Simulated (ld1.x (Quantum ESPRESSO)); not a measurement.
Ca (Z = 20) PAW: all-electron and pseudo phase curves

calcium, PAW, made with ld1.x (Quantum ESPRESSO) 7.5 (PBE, fully relativistic). Core [Ne] 3s2, reference 3p6 3d0 4s1 4p0 (charge +1). Waves: 4s (bound): rcut 2.40, rcutus 3.20 bohr; 4s channel at 0.25 Ry: rcut 2.40, rcutus 3.20 bohr; 3p (bound): rcut 2.00, rcutus 2.25 bohr; 4p (bound, empty): rcut 2.00, rcutus 2.25 bohr; 3d (bound, empty): rcut 1.80, rcutus 2.10 bohr; 3d channel at 2.75 Ry: rcut 1.80, rcutus 2.10 bohr. Local part: all-electron potential smoothed inside 2.05 bohr (lloc = -2). Core correction: Bessel-smoothed model core inside 1.20 bohr. Augmentation charge: PSQ, inside the norm-conserving radii.

Open shells are filled in proportion to 2j + 1 (rel_dist='average').

The phase is arctan(r·u′/u) with u = r·R(r), unwrapped; energies in Ry, scanned from -5 to 5 Ry. A pole is an energy at which the radial function vanishes at the test radius. The pseudo phase is shifted by a multiple of π to meet the all-electron one at the reference energy, and phase errors are pseudo minus all-electron; the curves can meet again beyond the range given. Levels narrower than the energy grid can be missing from the lists of poles.

| channel | radius (bohr) | reference energy (Ry) | poles, all-electron | poles, pseudo | unbroken range about the reference energy with phases within 0.05 rad | phase error 1 Ry above the reference energy (rad) |
| --- | --- | --- | --- | --- | --- | --- |
| p1/2 | 3.48 | -0.44 | -2.56, 1.04 | -2.56, 1.03 | below 2.8 | -0.000 |
| p3/2 | 3.48 | -0.44 | -2.54, 1.05 | -2.54, 1.05 | below 2.8 | -0.000 |
| d3/2 | 3.48 | -0.61 | -0.47, 2.12 | -0.47, 2.12 | below 3.9 | +0.019 |
| d5/2 | 3.48 | -0.61 | -0.47, 2.12 | -0.46, 2.12 | below 3.9 | +0.019 |

The ghost test of this file was not conclusive.

Phases in the p1/2 channel:

```
E (Ry)  all-electron  pseudo
 -5.00         1.430   1.430
 -4.48         1.420   1.420
 -3.96         1.408   1.408
 -3.44         1.391   1.391
 -2.92         1.361   1.361
 -2.40        -1.762  -1.762
 -1.88        -1.825  -1.825
 -1.36        -1.908  -1.908
 -0.84        -2.113  -2.113
 -0.32        -3.183  -3.183
  0.20        -4.405  -4.405
  0.72        -4.643  -4.643
  1.24        -4.747  -4.748
  1.76        -4.832  -4.834
  2.28        -4.949  -4.957
  2.80        -5.282  -5.336
  3.32        -6.968  -7.102
  3.84        -7.583  -7.611
  4.36        -7.723  -7.738
  4.88        -7.788  -7.799
```
